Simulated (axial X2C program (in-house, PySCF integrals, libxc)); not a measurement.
**Testing model relations on WH**

A bond curve at the CCSD(T) level, 2c, was computed with an in-house all-electron X2C program for linear molecules (integrals from PySCF) (basis W dyall-cv3z [13s14p9d7f4g], H dyall-v3z [6s2p1d] (cores contracted in-house)) for the state Ω = 5/2 (⟨Sz⟩ = 2.48, ⟨Lz⟩ = 0.02 at HF). Its fit gives Re = 1.7201 Å, ωe = 1898.9 cm⁻¹, ωexe = 27.6 cm⁻¹ and αe = 1.354e-01 cm⁻¹; the masses are 183.9509 and 1.0078 u. Two-component means X2C with spin–orbit coupling and atomic mean-field Coulomb and Gaunt terms.

Correlated methods: 7 electrons correlated (number of frozen shells: W 5 s, 4 p, 2 d, 1 f; H none), 247 virtual spin orbitals or spinors in MP2, 80 natural virtuals in coupled cluster.

(1) Find the reduced mass, Be and the force constant.

(2) Scale the constants to the deuteride (D 2.0141 u) within the Born–Oppenheimer picture.

(3) A Morse curve ties αe to the other constants (Pekeris). How well does that hold?

(4) Estimate the centrifugal constant by the Kratzer relation.

(5) Where do the fundamental and the first overtone lie?

The state is a single determinant with fixed occupations, the lowest that a limited PBE0 search found. CCSD and (T) use frozen natural virtuals with an MP2 correction for the truncation; (T) itself is uncorrected, so its De runs slightly low. With several unpaired electrons one determinant need not be a pure state. This is the top spin component of a Σ state; components of lower Ω are not single determinants and can lie lower.

Results:

(1) From the CCSD(T) values: μ = 1.0023 u. Be = 16.8576/(μ Re²) = 5.684 cm⁻¹. k = 5.8918×10⁻⁷ μ ωe² = 2.13 mdyn/Å.

(2) ρ = √(μH/μD) = 0.7093; ωe = 1346.9, ωexe = 13.9, Be = 2.86 cm⁻¹; the zero-point energy falls by 273 cm⁻¹.

(3) αe(Morse) = 6Be²/ωe × (√(ωexe/Be) − 1) = 1.229e-01 cm⁻¹; the CCSD(T) curve gives 1.354e-01 cm⁻¹, a ratio of 0.91.

(4) D = 4Be³/ωe² = 2.04e-04 cm⁻¹.

(5) ν(1←0) = ωe − 2ωexe = 1843.7 cm⁻¹; ν(2←0) = 2ωe − 6ωexe = 3632.2 cm⁻¹.
